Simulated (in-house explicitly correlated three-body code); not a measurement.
Computed with an exponentially correlated three-body code. Model: two electrons around a point charge, non-relativistic, variational in 260 exponentially correlated functions (energies converged to about 1e-7 hartree, or 1e-8 relative for large Z).

For two electrons in a singlet the Kohn-Sham orbital is the square root of half the density, so the exact Kohn-Sham potential and energy parts follow from the density alone, and exchange is minus half the Hartree energy. The Kohn-Sham level equals minus the binding energy of the second electron.

Command:
```bash
python run_hyl.py task.json out
```
Settings (lengths in bohr, energies in hartree):
```
Z                      2.3
interaction_strength   1
functions              260
states_tried           13
```

Cost of the run: 35 s on 1 thread of Intel(R) Xeon(R) Platinum 8375C CPU @ 2.90GHz (Ice Lake) (shared host).

**Electric-dipole lines between converged S and P states, rate of the upper state's decay.**

Given: nuclear charge 2.3.

```tsv
s state	p state	p minus s (eV)	oscillator strength from s	rate (1/s)
1 1S	2 1P	31.371	0.34462	4.9056e+09
1 1S	3 1P	34.52	0.088455	1.5246e+09
1 1S	4 1P	35.625	0.035571	6.5298e+08
2 1S	2 1P	0.80453	0.30564	2.8614e+06
2 1S	3 1P	3.9534	0.19375	4.38e+07
2 1S	4 1P	?	?	?
3 1S	2 1P	-2.9233	-0.12216	4.5298e+07
3 1S	3 1P	0.22554	0.5134	377740
3 1S	4 1P	1.3308	0.19179	4.9127e+06
4 1S	2 1P	-4.1609	-0.022785	1.7118e+07
4 1S	3 1P	-1.0121	-0.26094	1.1598e+07
4 1S	4 1P	0.093154	0.70601	88614
2 3S	2 3P	1.4882	0.44246	1.4175e+07
2 3S	3 3P	4.9371	0.10928	3.8528e+07
2 3S	4 3P	6.1193	0.038461	2.0831e+07
3 3S	2 3P	?	?	?
3 3S	3 3P	0.37995	0.73405	1.5328e+06
3 3S	4 3P	1.5621	0.098175	3.465e+06
4 3S	2 3P	-4.4801	-0.02753	2.3976e+07
4 3S	3 3P	-1.0312	-0.35238	1.6259e+07
4 3S	4 3P	0.15095	1.0041	330910
```

Question: What belongs in the row 2 1S 4 1P?

Answer: p minus s (eV): 5.0586; oscillator strength from s: 0.059203; rate (1/s): 2.1913e+07.

Question: What belongs in the row 3 3S 2 3P?

Answer: p minus s (eV): -3.0689; oscillator strength from s: -0.16605; rate (1/s): 6.7859e+07.

**Exact Kohn-Sham parts of the ground state from its density.**

Computed: total energy -4.00666745 hartree; Hartree energy 2.4255 hartree; exchange energy -1.2127 hartree; DFT correlation energy -0.042636 hartree; kinetic part of the DFT correlation energy 0.037869 hartree; exact minus restricted Hartree-Fock -0.042597 hartree; Kohn-Sham level -37.053 eV; restricted Hartree-Fock level -37.421 eV; dipole polarisability 0.68375 bohr³; C6 of two such species 0.51487 hartree·bohr⁶.

Question: What is the potential part of the DFT correlation energy?

Answer: -0.080505 hartree.

Question: What is the Kohn-Sham kinetic?

Answer: 3.9688 hartree.

**Functionals on the exact density and self-consistent, errors are functional minus exact, hybrids only self-consistent, a dash where a self-consistent run leaves the top level unbound.**

| result | exchange error (millihartree) | correlation error (millihartree) | functional driven error (millihartree) | density driven error (millihartree) | self consistent total error (millihartree) | top level plus exact binding (eV) |
| --- | --- | --- | --- | --- | --- | --- |
| PBE | 15.797 | -0.36275 | 15.434 | -1.0168 | 14.417 | 10.753 |
| LDA VWN5 | 168.21 | -77.884 | 90.328 | -1.816 | 88.512 | 11.15 |
| SCAN | ? | ? | ? | ? | ? | ? |
| OLYP | 0.64939 | -2.7049 | -2.0556 | -1.3912 | -3.4468 | 10.649 |
| M06-L | -14.192 | 0.94257 | -13.25 | -2.2999 | -15.55 | 9.6765 |
| revTPSS | -4.0034 | -4.367 | -8.3704 | -0.16289 | -8.5333 | 9.8635 |
| PW91 | 12.094 | -4.8764 | 7.2174 | -1.0566 | 6.1607 | 10.62 |
| r2SCAN | -4.9341 | 3.7966 | -1.1375 | -0.27126 | -1.4088 | 9.7612 |
| B3LYP VWN-RPA | - | - | - | - | ? | ? |
| PBE0 | - | - | - | - | 11.1 | 7.8076 |
| LDA PW92 | 168.21 | -77.396 | 90.816 | -1.8298 | 88.986 | 11.157 |
| RPBE | -5.0182 | -0.36275 | -5.381 | -1.1223 | -6.5033 | 10.668 |
| AM05 | 129.03 | -61.914 | 67.111 | -1.2326 | 65.879 | 11.213 |
| TPSS | -4.5841 | -1.397 | -5.9811 | -0.26997 | -6.2511 | 10.065 |

Question: What belongs in the row SCAN?

Answer: exchange error (millihartree): -4.9341; correlation error (millihartree): 3.7966; functional driven error (millihartree): -1.1375; density driven error (millihartree): -0.27126; self consistent total error (millihartree): -1.4088; top level plus exact binding (eV): 9.7612.

Question: What belongs in the row B3LYP VWN-RPA?

Answer: self consistent total error (millihartree): -10.309; top level plus exact binding (eV): 8.0807.

**Density and exact potentials over r, pair density (one pair, times 4 pi r12^2) and exact minus Kohn-Sham pair density over r12.**

```json
{"radius (bohr)": "0.0956", "radial density (electrons/bohr)": "0.42787", "exchange potential (hartree)": "-1.9437", "intracule density (1/bohr)": "0.023179", "Coulomb hole against Kohn-Sham (1/bohr)": "-0.01169", "correlation potential (hartree)": "-0.044"}
{"radius (bohr)": "0.112", "radial density (electrons/bohr)": "0.54547", "exchange potential (hartree)": "-1.9292", "intracule density (1/bohr)": "0.031946", "Coulomb hole against Kohn-Sham (1/bohr)": "-0.01545", "correlation potential (hartree)": "-0.04"}
{"radius (bohr)": "0.13", "radial density (electrons/bohr)": "?", "exchange potential (hartree)": "?", "intracule density (1/bohr)": "?", "Coulomb hole against Kohn-Sham (1/bohr)": "?", "correlation potential (hartree)": "?"}
{"radius (bohr)": "0.152", "radial density (electrons/bohr)": "0.84005", "exchange potential (hartree)": "-1.8884", "intracule density (1/bohr)": "0.059018", "Coulomb hole against Kohn-Sham (1/bohr)": "-0.02573", "correlation potential (hartree)": "-0.03"}
{"radius (bohr)": "0.178", "radial density (electrons/bohr)": "1.0264", "exchange potential (hartree)": "-1.8586", "intracule density (1/bohr)": "0.080685", "Coulomb hole against Kohn-Sham (1/bohr)": "-0.03287", "correlation potential (hartree)": "-0.023"}
{"radius (bohr)": "0.207", "radial density (electrons/bohr)": "1.2215", "exchange potential (hartree)": "-1.8231", "intracule density (1/bohr)": "0.10827", "Coulomb hole against Kohn-Sham (1/bohr)": "-0.04085", "correlation potential (hartree)": "-0.016"}
{"radius (bohr)": "0.242", "radial density (electrons/bohr)": "1.4323", "exchange potential (hartree)": "-1.778", "intracule density (1/bohr)": "0.14575", "Coulomb hole against Kohn-Sham (1/bohr)": "-0.05005", "correlation potential (hartree)": "-0.008"}
{"radius (bohr)": "0.283", "radial density (electrons/bohr)": "1.6395", "exchange potential (hartree)": "-1.723", "intracule density (1/bohr)": "0.1944", "Coulomb hole against Kohn-Sham (1/bohr)": "-0.05963", "correlation potential (hartree)": "0"}
{"radius (bohr)": "0.33", "radial density (electrons/bohr)": "1.8219", "exchange potential (hartree)": "-1.6587", "intracule density (1/bohr)": "0.25462", "Coulomb hole against Kohn-Sham (1/bohr)": "-0.06833", "correlation potential (hartree)": "0.008"}
{"radius (bohr)": "0.386", "radial density (electrons/bohr)": "?", "exchange potential (hartree)": "?", "intracule density (1/bohr)": "?", "Coulomb hole against Kohn-Sham (1/bohr)": "?", "correlation potential (hartree)": "?"}
{"radius (bohr)": "0.45", "radial density (electrons/bohr)": "2.0439", "exchange potential (hartree)": "-1.4962", "intracule density (1/bohr)": "0.41507", "Coulomb hole against Kohn-Sham (1/bohr)": "-0.07683", "correlation potential (hartree)": "0.022"}
{"radius (bohr)": "0.526", "radial density (electrons/bohr)": "2.0416", "exchange potential (hartree)": "-1.3985", "intracule density (1/bohr)": "0.51018", "Coulomb hole against Kohn-Sham (1/bohr)": "-0.0722", "correlation potential (hartree)": "0.026"}
{"radius (bohr)": "0.614", "radial density (electrons/bohr)": "1.9474", "exchange potential (hartree)": "-1.2931", "intracule density (1/bohr)": "0.60418", "Coulomb hole against Kohn-Sham (1/bohr)": "-0.05941", "correlation potential (hartree)": "0.028"}
{"radius (bohr)": "0.716", "radial density (electrons/bohr)": "1.7645", "exchange potential (hartree)": "-1.182", "intracule density (1/bohr)": "0.68444", "Coulomb hole against Kohn-Sham (1/bohr)": "-0.03864", "correlation potential (hartree)": "0.026"}
{"radius (bohr)": "0.837", "radial density (electrons/bohr)": "1.503", "exchange potential (hartree)": "-1.0656", "intracule density (1/bohr)": "0.73586", "Coulomb hole against Kohn-Sham (1/bohr)": "-0.01196", "correlation potential (hartree)": "0.023"}
{"radius (bohr)": "0.977", "radial density (electrons/bohr)": "1.1975", "exchange potential (hartree)": "-0.95032", "intracule density (1/bohr)": "0.7404", "Coulomb hole against Kohn-Sham (1/bohr)": "0.01465", "correlation potential (hartree)": "0.018"}
{"radius (bohr)": "1.14", "radial density (electrons/bohr)": "0.88296", "exchange potential (hartree)": "-0.83859", "intracule density (1/bohr)": "0.68875", "Coulomb hole against Kohn-Sham (1/bohr)": "0.03472", "correlation potential (hartree)": "0.013"}
{"radius (bohr)": "1.33", "radial density (electrons/bohr)": "0.59533", "exchange potential (hartree)": "-0.7332", "intracule density (1/bohr)": "0.58345", "Coulomb hole against Kohn-Sham (1/bohr)": "0.04312", "correlation potential (hartree)": "0.009"}
{"radius (bohr)": "1.55", "radial density (electrons/bohr)": "0.36313", "exchange potential (hartree)": "-0.63695", "intracule density (1/bohr)": "0.44322", "Coulomb hole against Kohn-Sham (1/bohr)": "0.03911", "correlation potential (hartree)": "0.005"}
{"radius (bohr)": "1.82", "radial density (electrons/bohr)": "0.19011", "exchange potential (hartree)": "-0.54639", "intracule density (1/bohr)": "0.28884", "Coulomb hole against Kohn-Sham (1/bohr)": "0.02634", "correlation potential (hartree)": "0.003"}
{"radius (bohr)": "2.12", "radial density (electrons/bohr)": "0.089145", "exchange potential (hartree)": "-0.47066", "intracule density (1/bohr)": "0.16445", "Coulomb hole against Kohn-Sham (1/bohr)": "0.01311", "correlation potential (hartree)": "0.001"}
{"radius (bohr)": "2.47", "radial density (electrons/bohr)": "0.03549", "exchange potential (hartree)": "-0.40456", "intracule density (1/bohr)": "0.078202", "Coulomb hole against Kohn-Sham (1/bohr)": "0.003972", "correlation potential (hartree)": "0.001"}
```

Question: What belongs in the row 0.13?

Answer: radial density (electrons/bohr): 0.67789; exchange potential (hartree): -1.9117; intracule density (1/bohr): 0.043151; Coulomb hole against Kohn-Sham (1/bohr): -0.01992; correlation potential (hartree): -0.035.

Question: What belongs in the row 0.386?

Answer: radial density (electrons/bohr): 1.9657; exchange potential (hartree): -1.582; intracule density (1/bohr): 0.32957; Coulomb hole against Kohn-Sham (1/bohr): -0.07483; correlation potential (hartree): 0.016.

The density-driven part is never positive, since each functional's own density lowers its energy. Here it is small beside the functional-driven part (median ratio 0.11), the normal case. The correlation energy of density-functional theory lies 0.039 millihartree below exact minus Hartree-Fock, because the Hartree-Fock density, unlike the exact one, minimises the Hartree-Fock energy.
